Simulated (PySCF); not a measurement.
ClHfO, neutral, multiplicity 2. Atoms are numbered in the order given.

```xyz
3

Hf     0.1994    -0.3317     0.0000
O     -1.2835    -1.2585     0.0000
Cl    -0.2403     1.9972     0.0000
```
Charge 0, spin multiplicity 2.

Geometry: B3LYP-D3(BJ)/def2-TZVP. The spin state was assumed, not searched. The def2 effective core potentials stand for the cores of Hf; spin–orbit coupling is left out.

All values below come from r2SCAN/def2-TZVPD (PySCF).

The molecule is in vacuum.

```yaml
total_energy: -583.52648 hartree
point_group: Cs
"α spin, highest occupied and lowest empty level": -5.35 and -3.43 eV
"β spin, highest occupied and lowest empty level": -7.48 and -3.35 eV
dipole_moment: 4.67 D
quadrupole, principal values (traceless, Buckingham form, about the centre of nuclear charge): -10.50, 4.79, 5.71 D·Å
mean_static_polarisability: 86.4 bohr³ (12.81 Å³)
polarisability_principal_values: 74.6, 90.7, 94.0 bohr³
"⟨S²⟩": 0.754 (pure state 0.75)
```
